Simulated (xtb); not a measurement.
BeCl$_{2}$, charge +1, doublet, from a rough starting geometry (GFN-xTB shapes and energies of metal compounds can be far from the true ones) (a state made from the parent by changing its charge; the spin is typed, not shown lowest); GFN2-xTB (xtb).

Here is a job for xtb.
```
$ xtb mol.xyz --gfn 2 --chrg 1 --uhf 1 --opt vtight --json

# file mol.xyz
3

Be     0.03020105    -0.02556939     0.00807759
Cl     1.25135174     0.32168423    -1.24073198
Cl    -1.27681112    -0.29965030     1.18143978
```

It wrote (shortened):

```
   ID    Z sym.   atoms
    1    4 Be     1
    2   17 Cl     2, 3

           -------------------------------------------------
          |                Calculation Setup                |
           -------------------------------------------------

           -------------------------------------------------
          |                 G F N 2 - x T B                 |
           -------------------------------------------------

          ...................................................
          :                      SETUP                      :
          :.................................................:
          :  # basis functions                  24          :
          :  # atomic orbitals                  22          :
          :  # shells                            8          :
          :  # electrons                        15          :
          :  max. iterations                   250          :
          :  Hamiltonian                  GFN2-xTB          :
          :  restarted?                      false          :
          :  GBSA solvation                  false          :
          :  PC potential                    false          :
          :  electronic temp.          300.0000000     K    :
          :  accuracy                    1.0000000          :
          :  -> integral cutoff          0.2500000E+02      :
          :  -> integral neglect         0.1000000E-07      :
          :  -> SCF convergence          0.1000000E-05 Eh   :
          :  -> wf. convergence          0.1000000E-03 e    :
          :  Broyden damping             0.4000000          :
          :  net charge                          1          :
          :  unpaired electrons                  1          :
          ...................................................

 iter      E             dE          RMSdq      gap      omega  full diag
   1      2.5290225  0.252902E+01  0.454E+01    1.83       0.0  T
   2     -6.8850113 -0.941403E+01  0.246E+01   13.93       1.0  T
   3     -7.8744074 -0.989396E+00  0.137E+01   12.59       1.0  T
   4     -9.2267322 -0.135232E+01  0.155E+01    6.11       1.0  T
   5     -9.0126929  0.214039E+00  0.127E+01    8.85       1.0  T
   6     -9.3067701 -0.294077E+00  0.121E+01    6.07       1.0  T
   7     -9.3068078 -0.377234E-04  0.121E+01    6.07       1.0  T
   8     -4.3111586  0.499565E+01  0.246E+01    2.56       1.0  T
   9     -1.1360615  0.317510E+01  0.334E+01    2.18       1.0  T
  10     -9.1680247 -0.803196E+01  0.956E+00    5.11       1.0  T
  11     -9.3365859 -0.168561E+00  0.638E+00    6.37       1.0  T
  12     -9.3280384  0.854753E-02  0.559E+00    6.10       1.0  T
  13     -9.3359460 -0.790767E-02  0.630E+00    6.34       1.0  T
  14     -9.3361430 -0.196941E-03  0.655E+00    6.43       1.0  T
  15     -9.3347934  0.134954E-02  0.704E+00    6.53       1.0  T
  16     -9.3343319  0.461523E-03  0.688E+00    6.55       1.0  T
  17     -9.2811331  0.531988E-01  0.550E+00    7.41       1.0  T
  18     -9.3070728 -0.259397E-01  0.304E+00    7.26       1.0  T
  19     -9.3354704 -0.283976E-01  0.884E-01    6.75       1.0  T
  20     -9.3367225 -0.125206E-02  0.433E-01    6.70       1.0  T
  21     -9.3373246 -0.602090E-03  0.388E-01    6.58       1.0  T
  22     -9.3375243 -0.199699E-03  0.232E-01    6.60       1.0  T
  23     -9.3375174  0.691892E-05  0.118E-01    6.58       1.0  T
  24     -9.3375570 -0.396383E-04  0.562E-02    6.63       1.0  T
  25     -9.3375706 -0.136555E-04  0.792E-02    6.62       1.0  T
  26     -9.3375627  0.792254E-05  0.527E-02    6.63       1.1  T
  27     -9.3375795 -0.168005E-04  0.163E-02    6.61       3.5  T
  28     -9.3375801 -0.538635E-06  0.791E-03    6.61       7.3  T
  29     -9.3375803 -0.248088E-06  0.389E-03    6.61      14.8  T
  30     -9.3375803 -0.363450E-08  0.258E-03    6.61      22.4  T
  31     -9.3375803 -0.146038E-07  0.416E-04    6.61     138.9  T
  32     -9.3375803 -0.222023E-09  0.124E-04    6.61     464.3  T

   *** convergence criteria satisfied after 32 iterations ***

         :::::::::::::::::::::::::::::::::::::::::::::::::::::
         ::                     SUMMARY                     ::
         :::::::::::::::::::::::::::::::::::::::::::::::::::::
         :: total energy              -9.313614298611 Eh    ::
         :: gradient norm              0.005628256277 Eh/a0 ::
         :: HOMO-LUMO gap              6.611363756182 eV    ::
         ::.................................................::
         :: SCC energy                -9.337580356938 Eh    ::
         :: -> isotropic ES            0.068723992934 Eh    ::
         :: -> anisotropic ES         -0.006459387936 Eh    ::
         :: -> anisotropic XC         -0.001971754838 Eh    ::
         :: -> dispersion             -0.001074733904 Eh    ::
         :: repulsion energy           0.023966058327 Eh    ::
         :: add. restraining           0.000000000000 Eh    ::
         :: total charge               1.000000000000 e     ::
         :::::::::::::::::::::::::::::::::::::::::::::::::::::

      -----------------------------------------------------------
     |                   =====================                   |
     |                        A N C O P T                        |
     |                   =====================                   |
     |               Approximate Normal Coordinate               |
     |                Rational Function Optimizer                |
      -----------------------------------------------------------
      -----------------------------------------------------------
     |                   =====================                   |
     |                        A N C O P T                        |
     |                   =====================                   |
     |               Approximate Normal Coordinate               |
     |                Rational Function Optimizer                |
      -----------------------------------------------------------

[...]
 * total energy  :    -9.3136143 Eh     change       -0.5249490E-10 Eh
 * total energy  :    -9.3137086 Eh     change       -0.9433259E-04 Eh
 * total energy  :    -9.3137952 Eh     change       -0.8652803E-04 Eh
 * total energy  :    -9.3137989 Eh     change       -0.3767461E-05 Eh
 * total energy  :    -9.3138016 Eh     change       -0.2707224E-05 Eh
 * total energy  :    -9.3138017 Eh     change       -0.7589231E-07 Eh
   *** GEOMETRY OPTIMIZATION CONVERGED AFTER 6 ITERATIONS ***
[...]
          :  PC potential                    false          :
          :  electronic temp.          300.0000000     K    :
          :  accuracy                    1.0000000          :
          :  -> integral cutoff          0.2500000E+02      :
          :  -> integral neglect         0.1000000E-07      :
          :  -> SCF convergence          0.1000000E-05 Eh   :
          :  -> wf. convergence          0.1000000E-03 e    :
          :  Broyden damping             0.4000000          :
          :  net charge                          1          :
          :  unpaired electrons                  1          :
          ...................................................

 iter      E             dE          RMSdq      gap      omega  full diag
   1     -9.3358132 -0.933581E+01  0.900E-05    6.55       0.0  T
   2     -9.3358132  0.110116E-10  0.896E-05    6.55     644.5  T
   3     -9.3358132 -0.212097E-11  0.855E-05    6.55     674.9  T

   *** convergence criteria satisfied after 3 iterations ***

         :::::::::::::::::::::::::::::::::::::::::::::::::::::
         ::                     SUMMARY                     ::
         :::::::::::::::::::::::::::::::::::::::::::::::::::::
         :: total energy              -9.313801709951 Eh    ::
         :: gradient norm              0.000028868499 Eh/a0 ::
         :: HOMO-LUMO gap              6.547646738781 eV    ::
         ::.................................................::
         :: SCC energy                -9.335813252853 Eh    ::
         :: -> isotropic ES            0.068954122610 Eh    ::
         :: -> anisotropic ES         -0.006568185502 Eh    ::
         :: -> anisotropic XC         -0.002108984432 Eh    ::
         :: -> dispersion             -0.001069136705 Eh    ::
         :: repulsion energy           0.022011542902 Eh    ::
         :: add. restraining           0.000000000000 Eh    ::
         :: total charge               1.000000000000 e     ::
         :::::::::::::::::::::::::::::::::::::::::::::::::::::

           -------------------------------------------------
          |                Property Printout                |
           -------------------------------------------------

    * Orbital Energies and Occupations

         #    Occupation            Energy/Eh            Energy/eV
      -------------------------------------------------------------
         1        2.0000           -1.2843918             -34.9501
         2        2.0000           -1.2828953             -34.9094
         3        2.0000           -0.7330334             -19.9469
         4        2.0000           -0.7214436             -19.6315
         5        2.0000           -0.7214436             -19.6315
         6        2.0000           -0.7073022             -19.2467
         7        1.5000           -0.6943542             -18.8943
         8        1.5000           -0.6943542             -18.8943 (HOMO)
         9                         -0.4537327             -12.3467 (LUMO)
        10                         -0.4537326             -12.3467
        11                         -0.3203372              -8.7168
        12                         -0.2448548              -6.6628
        13                         -0.2423759              -6.5954
        14                         -0.2423759              -6.5954
        15                         -0.2423702              -6.5952
        16                         -0.2423702              -6.5952
        17                         -0.2422291              -6.5914
        18                         -0.2422291              -6.5914
        19                         -0.2305960              -6.2748
       ...                                ...                  ...
        22                          0.6252215              17.0131
      -------------------------------------------------------------
                  HL-Gap            0.2406216 Eh            6.5476 eV
             Fermi-level           -0.6341988 Eh          -17.2574 eV

     #   Z          covCN         q      C6AA      α(0)
     1   4 Be       1.529     0.621    15.324     9.567
     2  17 Cl       0.765     0.189    93.525    14.793
     3  17 Cl       0.765     0.189    93.525    14.793

 Mol. C6AA /au·bohr⁶  :        519.199405
 Mol. C8AA /au·bohr⁸  :      21886.953515
 Mol. α(0) /au        :         39.153865

Wiberg/Mayer (AO) data.
largest (>0.10) Wiberg bond orders for each atom

 ---------------------------------------------------------------------------
     #   Z sym  total        # sym  WBO       # sym  WBO       # sym  WBO
 ---------------------------------------------------------------------------
     1   4 Be   2.264 --     2 Cl   1.132     3 Cl   1.132
     2  17 Cl   1.275 --     1 Be   1.132     3 Cl   0.143
     3  17 Cl   1.275 --     1 Be   1.132     2 Cl   0.143
 ---------------------------------------------------------------------------

Topologies differ in total number of bonds
Writing topology from bond orders to xtbtopo.mol

molecular dipole:
                 x           y           z       tot (Debye)
 q only:        0.003      -0.002      -0.032
   full:        0.003      -0.002      -0.032       0.082
molecular quadrupole (traceless):
                xx          xy          yy          xz          yz          zz
 q only:        1.121       0.809      -1.973      -3.155      -0.775       0.852
  q+dip:        1.950       1.407      -3.431      -5.487      -1.348       1.481
   full:        1.564       1.129      -2.753      -4.402      -1.082       1.189

optimized geometry written to: xtbopt.xyz

           -------------------------------------------------
          | TOTAL ENERGY               -9.313801709951 Eh   |
          | GRADIENT NORM               0.000028868499 Eh/α |
          | HOMO-LUMO GAP               6.547646738781 eV   |
           -------------------------------------------------

normal termination of xtb
```
